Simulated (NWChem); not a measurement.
System: C5H3N; SMILES C#C/C=C/C#N

Here is an NWChem input.

```
start job
memory heap 200 mb stack 900 mb global 1100 mb
geometry units angstroms noautoz
  C     -0.118029    -3.036599     0.000000
  C      0.126246    -1.834131     0.000000
  C      0.453823    -0.457840     0.000000
  C     -0.471129     0.547828     0.000000
  C     -0.112519     1.924606     0.000000
  N      0.158980     3.068746     0.000000
  H     -0.342847    -4.094560     0.000000
  H      1.527129    -0.196549     0.000000
  H     -1.548555     0.313423     0.000000
end
basis spherical
  C library def2-svp
  N library def2-svp
  H library def2-svp
end
dft
  xc xpbe96 cpbe96
  iterations 150
  mulliken
end
task dft energy
```

Coordinates come from a PBE-D3(BJ)/def2-SVP optimisation.

Give the results of this calculation. (PBE/def2-SVP.) Quantities: energy (Ha); highest occupied level (eV); orbital gap (eV); dipole (D).


| Item | Result |
|---|---|
| energy (Ha) | -246.49 |
| highest occupied level (eV) | -6.60 |
| orbital gap (eV) | 3.32 |
| dipole (D) | 3.92 |
